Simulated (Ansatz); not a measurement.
Si₂O₂. Charge 0, multiplicity 1. Geometry PBE0-D4/def2-TZVP, basis def2-TZVP, Ansatz.

Cartesian coordinates in Å:
```
Si -0.591 0.512 -1.075
Si 1.112 0.518 0.512
O -0.663 -0.076 0.712
O 0.143 -0.954 -0.149
```

| run | HOMO (eV) | LUMO (eV) |
| --- | --- | --- |
| A | -5.00 | -3.21 |
| B | -5.74 | -2.39 |
| C | -4.82 | -3.36 |
| D | -4.62 | -3.22 |
| E | -7.75 | 0.70 |

The structure holds 1 bond(s) between oxygen atoms. Another isomer (singlet) lies 5.98 eV lower at PBE0-D4/def2-TZVP; other spin states weren't run for this one.

Q: The runs used BLYP, HF, PBE, PBE0, r2SCAN. Estimate which is which.

A: A r2SCAN (0 % exact exchange); B PBE0 (25 % exact exchange); C PBE (0 % exact exchange); D BLYP (0 % exact exchange); E HF (100 % exact exchange). Exact exchange lowers occupied and raises empty levels; among semilocal functionals meta-GGAs tend to open the gap a little, and such runs are hard to tell apart. The gap grows from 1.40 eV (BLYP) to 8.45 eV (HF).
